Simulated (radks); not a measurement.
Initial-state core-level shifts of the germanium ion Ge3+ when its valence configuration changes from [Ar] 3d10 4s1. Method: scalar-relativistic Kohn-Sham, SCAN, spin-unpolarised, spherical densities, finite nucleus; meta-GGA in the generalised Kohn-Sham scheme; Fermi nuclear charge, rms radius 4.0742 fm; computed with a radial shooting solver on a logarithmic mesh with Libxc functionals. Shifts are changes of the shell-averaged eigenvalues in eV (positive: less bound); the change of the density at the nucleus, which sets a Mossbauer isomer shift, is in e/bohr^3, on a base of 3.205e+04.

| valence | 1s | 2s | 3s | 3p | density at nucleus |
|---|---|---|---|---|---|
| 3d8 4s1 4p2 | -27.584 | -30.077 | -24.501 | -23.981 | +19.129 |
| 3d7 4s2 4p2 | -41.196 | -45.166 | -35.785 | -35.026 | +61.568 |
| 3d7 4s1 4p3 | -42.589 | -46.548 | -37.163 | -36.391 | +30.233 |
| 3d10 4p1 | -1.615 | -1.551 | -1.616 | -1.607 | -23.820 |
| 3d6 4s2 4p3 | -57.088 | -62.637 | -48.748 | -47.755 | +76.983 |
| 3d9 4s1 4p1 | -13.359 | -14.520 | -12.083 | -11.823 | +8.533 |
| 3d10 4s0.5 4p0.5 | -0.813 | -0.783 | -0.813 | -0.808 | -11.886 |
| 3d9 4s0.5 4p1.5 | -14.129 | -15.264 | -12.852 | -12.586 | -4.533 |
